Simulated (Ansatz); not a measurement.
Consider the formal exchange of groups at the Si–O bond: `CO[SiH](O)[GaH2]` + CH₄ → `C[SiH](O)[GaH2]` + CH₃OH.

Gas-phase electronic energies from Ansatz, PBE0-D4/def2-TZVP geometries. CCSD(T)/CBS is the MP2 limit (def2-TZVPP, def2-QZVPP) plus CCSD(T) − MP2 in def2-TZVPP, frozen cores. This one scheme is used for every species. Functionals use def2-TZVPP. HSE06 is defined as in plane-wave codes. For Ga outer-core shells are correlated without core-valence functions, which leaves a few kJ/mol of doubt a bond. Scalar relativity is left out up to krypton. One conformer a species, not always the lowest.

| level | ΔE (kcal/mol) |
| --- | --- |
| HSE06 | 25.6 |
| BHLYP | 28.8 |

(1) What does CCSD(T)/CBS give? (Best estimate.)

Largest T1 diagnostic among the species: 0.013.

## Answers

(1) Computed: +27.7 kcal/mol. The listed levels differ from it by -2.1, 1.1 kcal/mol.

The D4 term adds +0.9 kcal/mol with B3LYP and +0.5 kcal/mol with PBE0; it sums over pairs of atoms, weighted by their polarisabilities, and B3LYP, whose exchange is more repulsive, gets the larger term. In def2-TZVPP, CCSD(T) changes the Hartree–Fock value by −1.5 kcal/mol (the triples alone add +0.0 kcal/mol) and MP2 by −1.0 kcal/mol.

B3LYP here is the variant with VWN-RPA as its local correlation; programs differ in this.
